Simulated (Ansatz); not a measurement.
`C[O][GeH]([Cl])[O][SiH3]` + `B1CN1` → `[SiH3]N1BC1` + `C[O][GeH]([OH])[Cl]`  (ligand exchange at the Si–O bond)

Computed with Ansatz on PBE0-D4/def2-TZVP structures; ΔE is electronic, products minus reactants. CCSD(T)/CBS is the MP2 limit (def2-TZVPP, def2-QZVPP) plus CCSD(T) − MP2 in def2-TZVPP, frozen cores. This one scheme is used for every species. Functionals use def2-TZVPP. For Ge outer-core shells are correlated without core-valence functions, which leaves a few kJ/mol of doubt a bond. Scalar relativity is left out up to krypton. One conformer a species, not always the lowest.

```tsv
species	PBE0 energy (Eh)
`C[O][GeH]([Cl])[O][SiH3]`	-3018.93816
`B1CN1`	-119.97583
`[SiH3]N1BC1`	-410.57834
`C[O][GeH]([OH])[Cl]`	-2728.32614
```

Question: Work out ΔE.

Answer: ΔE = (-410.57834) + (-2728.32614) − (-3018.93816) − (-119.97583) = 0.00951 Eh = +25.0 kJ/mol. CCSD(T)/CBS gives +31.0 kJ/mol.

Largest T1 diagnostic among the species: 0.013.

The D4 term adds +4.4 kJ/mol with B3LYP and +2.9 kJ/mol with PBE0; it sums over pairs of atoms, weighted by their polarisabilities, and B3LYP, whose exchange is more repulsive, gets the larger term.

B3LYP here is the variant with VWN-RPA as its local correlation; programs differ in this.
